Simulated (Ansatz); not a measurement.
Z-matrix (Å, degrees):
```
Y
F 1 1.982
Cl 1 2.466 2 121.2
F 1 1.982 2 117.5 3 179.8
```

The species carries charge 0 and has multiplicity 1. Y takes the def2 core potential.

(1) List the PBE0/def2-TZVPP orbital energies in eV (Ansatz). (Best estimate.)

Results:

(1) The calculation gave: Occupied: -2766.65, -672.83, -672.83, -258.51, -196.71, -196.70, -196.68, -52.77, -33.26, -32.45, -31.07, -29.74, -28.78, -21.78, -11.91, -11.69, -11.48, -11.34, -11.27, -10.96, -9.59, -9.12, -8.98. Lowest empty: -2.56, -1.02, -0.64, -0.13, 0.39, 0.43, 0.45, 1.25.
